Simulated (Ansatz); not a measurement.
Ansatz (a first-principles code) input (BHLYP/def2-TZVPD):

Ansatz 0.2 input:
```yaml
crystal:
  periodic: [false, false, false]
  atoms:
    - {symbol: C, position_ang: [-1.63291900, -1.01370175, 0.60023064]}
    - {symbol: C, position_ang: [-1.89176868, 0.49848039, 0.42478527]}
    - {symbol: C, position_ang: [-0.54694824, 1.07382555, 0.15935813]}
    - {symbol: C, position_ang: [0.34896302, 0.09773399, -0.10836676]}
    - {symbol: C, position_ang: [-0.27095253, -1.29582757, -0.07995184]}
    - {symbol: C, position_ang: [1.67311943, 0.35776813, -0.42228658]}
    - {symbol: N, position_ang: [2.77922333, 0.53138885, -0.67801704]}
    - {symbol: H, position_ang: [-2.42670452, -1.62348366, 0.17613685]}
    - {symbol: H, position_ang: [-1.56480710, -1.24923679, 1.66155860]}
    - {symbol: H, position_ang: [-2.37490994, 0.97099827, 1.28224618]}
    - {symbol: H, position_ang: [-2.53359448, 0.72255430, -0.43807763]}
    - {symbol: H, position_ang: [-0.32953169, 2.13432318, 0.15454765]}
    - {symbol: H, position_ang: [0.33665898, -2.01378185, 0.46843038]}
    - {symbol: H, position_ang: [-0.38377755, -1.66618231, -1.10107848]}
    - {symbol: H, position_ang: [3.74513916, 0.69541453, -0.90025760]}
basis:
  gaussian:
    orbitals: def2-TZVPD
hamiltonian:
  xc: {name: BHLYP}
total_charge: 1
output: {forces: true}
```

End of the output:

```
Atom 1 at    -1.891769     0.498480     0.424785 Å, force    -0.117112     0.006638    -0.027093 eV/Å
Atom 2 at    -0.546948     1.073826     0.159358 Å, force     0.387311    -0.295279    -0.112896 eV/Å
Atom 3 at     0.348963     0.097734    -0.108367 Å, force    -0.565732     0.218920     0.153893 eV/Å
Atom 4 at    -0.270953    -1.295828    -0.079952 Å, force     0.007786     0.027592    -0.031163 eV/Å
Atom 5 at     1.673119     0.357768    -0.422287 Å, force     1.647850     0.288870    -0.376213 eV/Å
Atom 6 at     2.779223     0.531389    -0.678017 Å, force    -1.375587    -0.201588     0.317228 eV/Å
Atom 7 at    -2.426705    -1.623484     0.176137 Å, force     0.182237     0.150798     0.100497 eV/Å
Atom 8 at    -1.564807    -1.249237     1.661559 Å, force    -0.011896     0.053248    -0.246919 eV/Å
Atom 9 at    -2.374910     0.970998     1.282246 Å, force     0.139570    -0.130121    -0.192704 eV/Å
Atom 10 at    -2.533594     0.722554    -0.438078 Å, force     0.178748    -0.064662     0.205144 eV/Å
Atom 11 at    -0.329532     2.134323     0.154548 Å, force    -0.052002    -0.255746     0.003045 eV/Å
Atom 12 at     0.336659    -2.013782     0.468430 Å, force    -0.152649     0.167380    -0.114927 eV/Å
Atom 13 at    -0.383778    -1.666182    -1.101078 Å, force     0.010067     0.075771     0.249805 eV/Å
Atom 14 at     3.745139     0.695415    -0.900258 Å, force    -0.322728    -0.055685     0.073398 eV/Å
Dipole moment:     0.904033     0.362392    -0.241133 e Å
```

It need not be the lowest isomer of its formula.
